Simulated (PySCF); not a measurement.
**How methods differ on the excitation energy of Nb**

Nb [Kr] 4d4 5s1 (6D) → Nb [Kr] 4d4 5p1 (high-spin determinant), as a difference of total energies. Calculation: PySCF 2.14, in aug-cc-pVTZ-DK; scalar relativity by spin-free X2C-1e. Correlated levels: valence: [Kr] frozen. The calculations carry no spin-orbit coupling.

```
           method  excitation energy (eV)
              UHF                   2.680
              LDA                   3.101
              PBE                   2.982
             PBE0                   2.921
           r2SCAN                   3.124
        CAM-B3LYP                   2.916
             MN15                   2.882
           revPBE                   2.951
    MP2 (valence)                   2.888
SCS-MP2 (valence)                   2.749
```

How much does correlation contribute at MP2 (valence)?

2.888 − (2.680) = 0.208 eV, measured against UHF.

A first-order spin-orbit estimate (lowest level to lowest level, LS coupling) adds -0.027 eV.

The determinant of the upper state mixes LS terms, which raises its energy above the lowest term, most at the Hartree-Fock and MP2 levels.
